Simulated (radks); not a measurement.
Xe4+, 50 electrons, occupied as [Kr] 4d10 5s2 5p2 (the NIST ground configuration). Calculated with a radial shooting solver on a logarithmic mesh with Libxc functionals: Dirac Kohn-Sham, RPBE, spin-unpolarised, spherical densities, finite nucleus; open shells fill j = l - 1/2 first; Fermi nuclear charge, rms radius 4.7859 fm.

Normalised radial functions P(r) = r R(r) (large component), r in bohr:

r,4p1/2,4p3/2,4d3/2
0.0009274,0.0033,0.0008,0.0000
0.001227,0.0046,0.0014,0.0000
0.001624,0.0066,0.0023,0.0000
0.002148,0.0096,0.0040,0.0000
0.002842,0.0141,0.0068,0.0001
0.003761,0.0210,0.0114,0.0002
0.004976,0.0316,0.0191,0.0004
0.006584,0.0478,0.0317,0.0008
0.008711,0.0723,0.0518,0.0017
0.01153,0.1087,0.0831,0.0035
0.01525,0.1609,0.1297,0.0072
0.02018,0.2317,0.1958,0.0147
0.0267,0.3201,0.2819,0.0296
0.03533,0.4151,0.3801,0.0576
0.04674,0.4893,0.4663,0.1078
0.06185,0.4936,0.4939,0.1907
0.08183,0.3658,0.3990,0.3134
0.1083,0.0676,0.1328,0.4664
0.1433,-0.3506,-0.2735,0.6064
0.1895,-0.6978,-0.6485,0.6461
0.2508,-0.6949,-0.7129,0.4780
0.3318,-0.1857,-0.2763,0.0520
0.4391,0.6290,0.5137,-0.5331
0.5809,1.2462,1.1761,-1.0285
0.7686,1.2819,1.2877,-1.1845
1.017,0.8498,0.8996,-0.9676
1.346,0.3713,0.4156,-0.5793
1.78,0.1026,0.1227,-0.2497
2.356,0.0161,0.0209,-0.0716
3.117,0.0012,0.0018,-0.0122
4.124,0.0000,0.0001,-0.0011
5.457,0.0000,0.0000,0.0000

4p1/2: eigenvalue -196.11 eV, 2 radial nodes at r = 0.114, 0.355 bohr, <r> = 0.745 bohr, 90 % of the charge inside 1.09 bohr. 4p3/2: eigenvalue -183.80 eV, 2 radial nodes at r = 0.120, 0.369 bohr, <r> = 0.772 bohr, 90 % of the charge inside 1.13 bohr. 4d3/2: eigenvalue -106.66 eV, 1 radial node at r = 0.341 bohr, <r> = 0.864 bohr, 90 % of the charge inside 1.31 bohr.
